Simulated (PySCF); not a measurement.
## What PySCF settings do for LiBe

Base input, run as `OMP_NUM_THREADS=1 python input.py` with PySCF 2.14:

```python
from pyscf import gto, scf, cc

mol = gto.M(
    atom='Li 0 0 0; Be 0 0 2.357',
    basis='def2-svpd',
    charge=0,
    spin=3,
    verbose=4,
)
mf = scf.UHF(mol)
mf.kernel()
mycc = cc.CCSD(mf)
mycc.kernel()
mycc.ccsd_t()
mf.dip_moment()
print('orbital energies (hartree):', [e[max(0, n-3):n+3].round(4) for e, n in zip(mf.mo_energy, mol.nelec)])
```

Base result: E(SCF) = -21.929647 Eh, 12 cycles, E(CCSD) − E(SCF) = -0.01213 Eh, (T) = -0.00011 Eh, ⟨S²⟩ = 3.750, μz(SCF) = -6.81 D. At this level a UHF run with spin=1 ends 1.40 eV lower; the true order of the states can differ. The bond length is a typed value, not an optimised one. No search for the lowest solution was made.

Run time: 1 s on 1 thread of Arm Neoverse V1 (shared host), peak memory 0.11 GiB.

Each row names what differs from the base; energies in brackets are changes from the base.

| change | result |
| --- | --- |
| functional: none (Hartree–Fock) → x3lyp; SCF type: UHF → UKS; step after the SCF: ccsd(t) → analyze | E(SCF) = -22.045766 Eh, 8 cycles, ⟨S²⟩ = 3.750, μz(SCF) = -4.83 D |
| initial guess: minao → huckel | stops with RuntimeError (Failed to assign mo_occ. nelec (5, 2) > Nmo (4)) |
| basis set: def2-svpd → crenbl; core potential: off → on | E(SCF) = -1.103029 Eh, 12 cycles, E(CCSD) − E(SCF) = -0.00899 Eh, (T) = -0.00011 Eh, ⟨S²⟩ = 3.750, μz(SCF) = -6.48 D |
| SCF type: UHF → RHF [runs as restricted open-shell] | E(SCF) = -21.929645 Eh (+0.0001 eV), 12 cycles, E(CCSD) − E(SCF) = -0.01213 Eh, (T) = -0.00011 Eh, μz(SCF) = -6.81 D |
| spin (2S): 3 → 4 [unsound on purpose] | stops with RuntimeError (Electron number 7 and spin 4 are not consistent) |
| functional: none (Hartree–Fock) → mn15; SCF type: UHF → UKS; step after the SCF: ccsd(t) → analyze | E(SCF) = -22.032498 Eh, 10 cycles, ⟨S²⟩ = 3.750, μz(SCF) = -4.85 D |
| basis set: def2-svpd → cc-pvtz-f13 [unsound on purpose] | stops with BasisNotFoundError (cc-pvtz-f13) |
| DIIS space: default → off | E(SCF) = -21.929647 Eh (+0.0000 eV), 35 cycles, E(CCSD) − E(SCF) = -0.01213 Eh, (T) = -0.00011 Eh, ⟨S²⟩ = 3.750, μz(SCF) = -6.81 D |
| spin (2S): 3 → 1 | E(SCF) = -21.981171 Eh (-1.4020 eV), 14 cycles, E(CCSD) − E(SCF) = -0.04254 Eh, (T) = -0.00072 Eh, ⟨S²⟩ = 0.818, μz(SCF) = -3.97 D |
| geometry: bond 2.357 → bond 2.946 | E(SCF) = -21.927444 Eh (+0.0600 eV), 11 cycles, E(CCSD) − E(SCF) = -0.01353 Eh, (T) = -0.00014 Eh, ⟨S²⟩ = 3.750, μz(SCF) = -6.88 D |
| functional: none (Hartree–Fock) → pbe0; SCF type: UHF → UKS; step after the SCF: ccsd(t) → analyze | E(SCF) = -22.016542 Eh, 9 cycles, ⟨S²⟩ = 3.750, μz(SCF) = -5.22 D |
| functional: none (Hartree–Fock) → hcth407; SCF type: UHF → UKS; step after the SCF: ccsd(t) → analyze | E(SCF) = -22.064825 Eh, 8 cycles, ⟨S²⟩ = 3.750, μz(SCF) = -4.73 D |
| length unit: angstrom → bohr [unsound on purpose] | E(SCF) = -21.790928 Eh (+3.7748 eV), 8 cycles, E(CCSD) − E(SCF) = -0.01430 Eh, (T) = -0.00009 Eh, ⟨S²⟩ = 3.750, μz(SCF) = -2.34 D |
| smearing width (hartree): none → 0.05; step after the SCF: ccsd(t) → none [smearing does not keep the typed spin] | E(SCF) = -21.851527 Eh (+2.1258 eV), 11 cycles, μz(SCF) = -1.13 D |
| basis set: def2-svpd → x2c-tzvpall; spin-free X2C: off → on | E(SCF) = -21.954839 Eh, 12 cycles, E(CCSD) − E(SCF) = -0.08065 Eh, (T) = -0.00022 Eh, ⟨S²⟩ = 3.750, μz(SCF) = -6.49 D |
| functional: none (Hartree–Fock) → lc_wpbe; SCF type: UHF → UKS; step after the SCF: ccsd(t) → analyze | E(SCF) = -22.022342 Eh, 11 cycles, ⟨S²⟩ = 3.750, μz(SCF) = -6.58 D |
| step after the SCF: ccsd(t) → mp2 | E(SCF) = -21.929647 Eh (+0.0000 eV), 12 cycles, E(MP2) − E(SCF) = -0.00786 Eh, ⟨S²⟩ = 3.750, μz(SCF) = -6.81 D |
| step after the SCF: ccsd(t) → cisd | E(SCF) = -21.929647 Eh (+0.0000 eV), 12 cycles, E(CISD) − E(SCF) = -0.01207 Eh, ⟨S²⟩ = 3.750, μz(SCF) = -6.81 D |
| geometry: bond 2.357 → bond 25 [unsound on purpose] | E(SCF) = -21.922308 Eh (+0.1997 eV), 13 cycles, E(CCSD) − E(SCF) = -0.00480 Eh, (T) = 0.00000 Eh, ⟨S²⟩ = 3.750, μz(SCF) = 0.00 D |
| geometry: bond 2.357 → bond 0.5 [unsound on purpose] | E(SCF) = -19.724559 Eh (+60.0035 eV), 7 cycles, E(CCSD) − E(SCF) = -0.01502 Eh, (T) = -0.00008 Eh, ⟨S²⟩ = 3.750, μz(SCF) = -1.41 D |
